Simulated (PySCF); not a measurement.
# Radial density of Ag (silver, neutral)

UHF, [Kr] 4d9 5s1 5p1, one real determinant (an excited configuration). Computed with PySCF 2.14 in aug-cc-pVTZ-PP with one added diffuse shell each of s, p, d, f, g type with ECP28MDF (7s7p6d4f3g, 113 functions), with scalar relativity through the core potential. This is the valence pseudo-density: the core potential removes the inner electrons and smooths the orbitals near the nucleus.

| r (bohr) | 4πr²ρ (e/bohr) | 4πr²(ρα − ρβ) |
| --- | --- | --- |
| 0.0180 | 1.394e-05 | 0.0000 |
| 0.0304 | 3.496e-05 | 0.0000 |
| 0.0511 | 8.287e-05 | 0.0000 |
| 0.0859 | 0.0003416 | 0.0000 |
| 0.144 | 0.003650 | 0.0003 |
| 0.243 | 0.05830 | 0.0042 |
| 0.409 | 1.370 | 0.0747 |
| 0.687 | 13.76 | 0.6009 |
| 1.16 | 14.47 | 0.7954 |
| 1.94 | 3.232 | 0.7252 |
| 3.27 | 0.7662 | 0.6263 |
| 5.50 | 0.1622 | 0.1610 |
| 9.26 | 0.006591 | 0.0066 |
| 15.6 | 1.013e-05 | 0.0000 |

⟨L²⟩ = 8.07 against 12 for a pure F term, so this real determinant mixes terms. Energies and moments cover only the electrons outside the core potential.
